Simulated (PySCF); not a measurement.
Be(NMe2)(SH) (C2H7BeNS), SMILES C[N](C)[Be][SH].

Geometry optimised at r2SCAN-D4/def2-SVP. The structure was generated by enumeration; whether it is a known compound was not checked. One conformer was computed; it need not be the lowest.

Method: TDA-PBE/def2-SVPD (PySCF 2.14.0).

Vertical excitations. Isolated molecule, no solvent. State labels are in the subgroup Cs.

```json
[
 {"state": "S1", "symmetry": "A'", "energy (eV)": "4.49", "λ (nm)": "276", "f": "0.008", "main pairs": "HOMO→LUMO 94 %"},
 {"state": "S2", "symmetry": "A\"", "energy (eV)": "4.72", "λ (nm)": "263", "f": "0.000", "main pairs": "HOMO→LUMO+1 100 %"},
 {"state": "S3", "symmetry": "A'", "energy (eV)": "5.23", "λ (nm)": "237", "f": "0.055", "main pairs": "HOMO→LUMO+3 55 %, HOMO→LUMO+2 41 %"},
 {"state": "S4", "symmetry": "A'", "energy (eV)": "5.41", "λ (nm)": "229", "f": "0.128", "main pairs": "HOMO→LUMO+2 45 %, HOMO→LUMO+3 44 %"},
 {"state": "S5", "symmetry": "A\"", "energy (eV)": "5.55", "λ (nm)": "224", "f": "0.056", "main pairs": "HOMO−1→LUMO 99 %"},
 {"state": "S6", "symmetry": "A\"", "energy (eV)": "5.80", "λ (nm)": "214", "f": "0.014", "main pairs": "HOMO−1→LUMO+2 99 %"},
 {"state": "S7", "symmetry": "A'", "energy (eV)": "5.84", "λ (nm)": "212", "f": "0.016", "main pairs": "HOMO→LUMO+4 99 %"},
 {"state": "S8", "symmetry": "A\"", "energy (eV)": "6.18", "λ (nm)": "201", "f": "0.000", "main pairs": "HOMO→LUMO+5 100 %"},
 {"state": "S9", "symmetry": "A'", "energy (eV)": "6.22", "λ (nm)": "199", "f": "0.128", "main pairs": "HOMO−1→LUMO+1 87 %"},
 {"state": "S10", "symmetry": "A\"", "energy (eV)": "6.29", "λ (nm)": "197", "f": "0.005", "main pairs": "HOMO−1→LUMO+3 99 %"},
 {"state": "T1", "symmetry": "A'", "energy (eV)": "4.23", "λ (nm)": "293", "f": "0", "main pairs": "HOMO→LUMO 76 %, HOMO→LUMO+2 22 %"},
 {"state": "T2", "symmetry": "A'", "energy (eV)": "4.45", "λ (nm)": "279", "f": "0", "main pairs": "HOMO→LUMO+2 75 %, HOMO→LUMO 23 %"},
 {"state": "T3", "symmetry": "A\"", "energy (eV)": "4.59", "λ (nm)": "270", "f": "0", "main pairs": "HOMO→LUMO+1 99 %"},
 {"state": "T4", "symmetry": "A\"", "energy (eV)": "5.20", "λ (nm)": "239", "f": "0", "main pairs": "HOMO−1→LUMO 99 %"}
]
```
Triplets are in the Tamm–Dancoff approximation.
